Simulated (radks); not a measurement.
Results of a calculation; reference values are marked as such.
Q: Radial electron density D(r) = 4 pi r^2 rho(r) of an atom or ion with 2 electrons. Code: a radial shooting solver on a logarithmic mesh with Libxc functionals. Model: scalar-relativistic Kohn-Sham, r2SCAN, spin-unpolarised, spherical densities, finite nucleus; meta-GGA in the generalised Kohn-Sham scheme; Fermi nuclear charge, rms radius of each element as measured or else 0.836 A^(1/3) + 0.57 fm.

r (bohr)  D(r) (e/bohr)
0.03706          0.1209
0.04113          0.1453
0.04527          0.1717
0.05023          0.2052
0.05529          0.2411
0.06135          0.2862
0.06753          0.3341
0.07434          0.3886
0.08249          0.4555
0.0908           0.5250
0.1007           0.6088
0.1109           0.6939
0.1231           0.7940
0.1355           0.8928
0.1491           0.9964
0.1654            1.112
0.1821            1.218
0.2021            1.330
0.2224            1.426
0.2468            1.516
0.2717            1.582
0.2991            1.626
0.3318            1.643
0.3653            1.629
0.4053            1.576
0.4461            1.495
0.495             1.372
0.5449            1.233
0.5998            1.076
0.6656           0.8974
0.7326           0.7353
0.8129           0.5751
0.8948           0.4521
0.9929           0.3545
1.093            0.3006
1.203            0.2806
1.335            0.2913
1.469            0.3219
1.63             0.3653
1.795            0.4039
1.991            0.4322
2.192            0.4380
2.413            0.4210
2.677            0.3779
2.947            0.3206
3.27             0.2488
3.6              0.1826
3.994            0.1195
4.397           0.07397
4.84            0.04176
5.37            0.02010
5.911          0.009151
6.559          0.003426
7.22           0.001215
8.012         0.0003398

What is the nuclear charge?

A: Z = 3. The innermost maximum, from 1s, lies near gamma/Z bohr with gamma = sqrt(1 - (Z/c)^2) = 1.000, here 0.333 bohr (found: 0.332), and its height grows with Z. The density is that of the lithium ion Li+ in 1s1 2s1; the configuration itself is not fixed sharply by these data. D(r) has 2 maxima, at r = 0.332, 2.14 bohr, and minima at 1.22 bohr, inside which lie 1.03 electrons.
